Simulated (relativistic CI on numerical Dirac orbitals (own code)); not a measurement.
Sc³⁺ in a cubic cluster: 2p photoemission with charge transfer

Computed with a charge-transfer multiplet model of a cubic metal-ligand cluster with up to 2 ligand holes, Slater and spin-orbit integrals from Dirac-Coulomb-Breit ions, Slater integrals scaled by 0.8. The ground state mixes d0 with configurations of k ligand holes L, whose averages lie at kΔ + k(k − 1)U_dd/2; a core hole lowers each added d electron by U_cd. 300 K, Lorentzian 0.6 eV and Gaussian 0.8 eV FWHM.

Atomic integrals in eV (Slater integrals scaled, ζ unscaled), ground: F2dd 4.710, F4dd 2.885, zeta_d 0.005; with the core hole: F2dd 4.710, F4dd 2.885, zeta_d 0.020, zeta_core 3.003, F2cd 4.113, G1cd 2.955, G3cd 1.675. Where a configuration has fewer than two d electrons, the dd integrals are those of d2.

Cluster parameters (eV): Δ = 6.5, U_dd = 4, U_cd = 4.7, 10Dq = 0.85, 10Dq(ligand) = 0.4, final-state hopping factor = 1.

```csv
Case,n_d,d0,d1L,d2L2,S
"V(eg) = 0.9 eV, V(t2g) = -0.42 eV",0.09,0.91,0.08,0.00,0.00
"V(eg) = 1.5 eV, V(t2g) = -0.7 eV",0.21,0.81,0.18,0.01,0.00
"V(eg) = 2.4 eV, V(t2g) = -1.12 eV",0.38,0.65,0.31,0.04,0.00
```

Weights, n_d and S are thermal averages at 300 K. Binding energies count from the first peak over 30 % of the highest in each spectrum, which can be another peak from case to case. The parameters are a model scan and need not match a compound or its usual spin state. Peaks in eV (height, largest 100):
- V(eg) = 0.9 eV, V(t2g) = -0.42 eV: 0.0 (100), 4.5 (54), 8.2 (7)
- V(eg) = 1.5 eV, V(t2g) = -0.7 eV: 0.0 (100), 4.7 (44), 10.8 (6)
- V(eg) = 2.4 eV, V(t2g) = -1.12 eV: 0.0 (100), 4.3 (40), 9.2 (9)

Curve for V(eg) = 0.9 eV, V(t2g) = -0.42 eV (points under 2 left out, the grid thinned):

(E (eV), Intensity): (-2.9, 2.1), (-2.6, 2.6), (-2.3, 3.3), (-2.0, 4.4), (-1.8, 5.5), (-1.5, 8.3), (-1.2, 14.0), (-0.9, 27.1), (-0.6, 53.6), (-0.3, 87.1), (-0.1, 99.8), (0.2, 88.2), (0.5, 55.1), (0.8, 28.7), (1.1, 15.9), (1.4, 11.0), (1.6, 9.7), (1.9, 9.2), (2.2, 9.6), (2.5, 10.7), (2.8, 12.6), (3.1, 15.6), (3.3, 18.5), (3.6, 25.2), (3.9, 35.1), (4.2, 46.9), (4.5, 54.0), (4.8, 48.6), (5.1, 33.2), (5.3, 22.8), (5.6, 12.1), (5.9, 7.0), (6.2, 4.7), (6.5, 3.8), (6.8, 3.6), (7.0, 3.7), (7.3, 4.1), (7.6, 5.0), (7.9, 6.3), (8.2, 6.8), (8.5, 6.2), (8.7, 5.5), (9.0, 4.5), (9.3, 3.4), (9.6, 2.2)

A d0 ion has no d-d gap: its lowest excitations are ligand-to-metal charge transfer. With the core hole the average of the configuration with one ligand hole lies at Δ − U_cd = 1.8 eV before mixing: the effective hopping of about 3.4 eV (from the holes of the mixed ground state) is comparable with this gap or larger, so the configurations mix strongly.
